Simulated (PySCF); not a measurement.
## Dipole response of Hg³⁺ (mercury, charge +3)

[Xe] 4f14 5d9, 2D determinant. All numbers are calculated (PySCF 2.14, scalar relativity by spin-free X2C-1e, in ANO-RCC-VTZP (8s7p5d3f1g, 84 functions)). Coupled (time-dependent) response in atomic units; α is the mean over directions. The basis has no added diffuse functions, which lowers α and C₆.

```tsv
method	mean α (bohr³)	α xx, yy, zz	C₆ (like pair)	S(−4)
PBE0	5.475	5.395, 5.395, 5.635	31.89	4.521
```

S(−4) is the Cauchy moment in α(ω) = α(0) + S(−4) ω² + …

Spin-orbit coupling is absent.

α(iu) at PBE0:

```tsv
u (hartree)	α(iu) (bohr³)
0	5.475
0.0500	5.464
0.100	5.430
0.200	5.304
0.300	5.116
0.500	4.643
0.750	4.028
1.00	3.476
1.50	2.602
2.00	1.978
3.00	1.218
5.00	0.5773
```

A single London oscillator, α(iu) = α/(1 + u²/ω²), gives C₆ = (3/4) ω α². Matching the computed C₆ needs ω = 4 × 31.89 / (3 × 5.475²) = 1.42 hartree.

For an ion, C₆ is the dispersion term alone; charge-induced terms of lower order in 1/R come first.

The components differ because the open shell of this determinant is not spherical; for a pure term their mean is the scalar polarisability.

Spin-orbit coupling, absent here, splits the open shell strongly.
